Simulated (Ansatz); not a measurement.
Consider the formal exchange of groups at a Cd–F bond: `[CH3][Cd][F]` + `CC(=O)C(C)C` → `[CH3][Cd][CH](C)C` + `CC(=O)F`.

Gas-phase electronic energies from Ansatz, PBE0-D4/def2-TZVP geometries. CCSD(T)/CBS adds triple-zeta CCSD(T) − MP2 to the extrapolated MP2 energy (def2 sets, frozen cores). DFT in def2-TZVPP. B3LYP here is the variant with VWN-RPA as its local correlation; programs differ in this. Elements past krypton have def2 core potentials. For Cd outer-core shells are correlated without core-valence functions, which leaves a few kJ/mol of doubt a bond. Each species was taken in one conformer, which may not be the lowest.

CCSD(T)/CBS gives +87.2 kJ/mol.

**Question.** Another level gave +79.6 kJ/mol. Which?
A. MP2/def2-TZVPP
B. SCS-MP2/def2-TZVPP
C. HF/def2-TZVPP
D. B3LYP-D4/def2-TZVPP

**Answer.** D. B3LYP-D4 79.6, MP2/def2-TZVPP 69.0, SCS-MP2/def2-TZVPP 74.7, HF/def2-TZVPP 93.4 kJ/mol.

Largest T1 diagnostic among the species: 0.014.

The D4 term adds +3.8 kJ/mol with B3LYP and +2.4 kJ/mol with PBE0; it sums over pairs of atoms, weighted by their polarisabilities, and B3LYP, whose exchange is more repulsive, gets the larger term. In def2-TZVPP, CCSD(T) changes the Hartree–Fock value by −19.7 kJ/mol (the triples alone add −4.4 kJ/mol) and MP2 by −24.5 kJ/mol.
